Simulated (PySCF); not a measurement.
## Fe²⁺ (iron, charge +2) across methods

[Ar] 3d5 4s1, high-spin 7S determinant (an excited configuration). Calculation: PySCF 2.14, in x2c-TZVPPall with one added diffuse shell each of s, p, d, f type (7s6p5d3f1g, 80 functions); scalar relativity by spin-free X2C-1e.

| method | E (hartree) | mean ε 3p β (eV) | mean ε 3d α (eV) | mean ε 4s α (eV) | Σ⟨r²⟩ (bohr²) | ⟨S²⟩ |
| --- | --- | --- | --- | --- | --- | --- |
| LDA | -1268.982 | -81.820 | -34.310 | -23.551 | 20.33 | 12.000 |
| PBE0 | -1271.351 | -84.820 | -36.951 | -24.029 | 20.27 | 12.000 |
| TPSSh | -1271.569 | -83.250 | -35.216 | -23.444 | 20.31 | 12.000 |
| wB97X-V | -1271.416 | -87.442 | -39.170 | -26.035 | 20.31 | 12.000 |
| HSE06 | -1271.369 | -84.441 | -36.503 | -23.734 | 20.28 | 12.000 |
| UHF | -1270.45186 | -92.580 | -44.815 | -26.030 | 20.26 | 12.001 |
| PBE | -1271.309 | -81.673 | -34.075 | -23.239 | 20.33 | 12.000 |
| r2SCAN | -1271.544 | -82.529 | -34.732 | -23.503 | 20.25 | 12.000 |
| BHandHLYP | -1271.562 | -87.864 | -39.594 | -24.706 | 20.23 | 12.001 |
